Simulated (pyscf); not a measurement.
Single points on ωB97X-D3(BJ)/def2-SVP structures (PySCF, gas phase). MP2 and CC: frozen core, UHF for open shells. ΔMP2 is the change of the MP2 total energy from the triple- to the quadruple-zeta basis. Singlets are restricted, triplets unrestricted.

Singlet (Å):
```xyz
4

N     -1.2282    -0.5301    -0.1636
In    -0.7015     0.4179     1.6064
H     -0.7904    -1.3655    -0.5476
H     -1.9724    -0.2415    -0.7961
```

Triplet (Å):
```xyz
4

N     -0.0654     0.7602    -0.0477
In     1.7473     0.7123    -1.2704
H      0.2086     0.3899     0.8700
H     -0.6932     0.0565    -0.4539
```

For these two minima of `[NH2][In]`, which spin state lies lower at CCSD(T)/def2-TZVPP + ΔMP2(QZVPP), and by how much (electronic energies)?

The singlet, by 65.4 kcal/mol. Zero-point energy shifts E(triplet) − E(singlet) by +0.4 kcal/mol. Other isomers of H₂N–In [singlet] were not searched in full and may lie lower. 

E(triplet) − E(singlet) by level (kcal/mol):

| level | gap |
|---|---|
| ωB97X-D3(BJ)/def2-TZVP | +65.7 |
| PBE/def2-TZVP | +61.5 |
| r²SCAN/def2-TZVP | +58.9 |
| B3LYP-D3(BJ)/def2-TZVP | +63.3 |
| PBE0-D3(BJ)/def2-TZVP | +60.4 |
| M06-2X/def2-TZVP | +60.8 |
| ωB97M-D3(BJ)/def2-TZVP | +64.8 |
| HF/def2-TZVP | +45.9 |
| MP2/def2-QZVPP | +70.5 |
| CCSD/def2-TZVPP | +62.5 |
| CCSD(T)/def2-TZVPP | +63.1 |
| CCSD(T)/def2-TZVPP + ΔMP2(QZVPP) | +65.4 |

The triplet is the lowest one reached from the SCF start used. The CCSD(T) − MP2 part came from Ansatz, without density fitting, on the same reference. The frozen core leaves the outer d or s,p core shells of the metals and heavy elements correlated in the MP2 and CC values, and def2-TZVPP describes them poorly, which can shift differences by a few kcal/mol. Elements past Kr carry the def2 core potentials, without spin-orbit coupling.
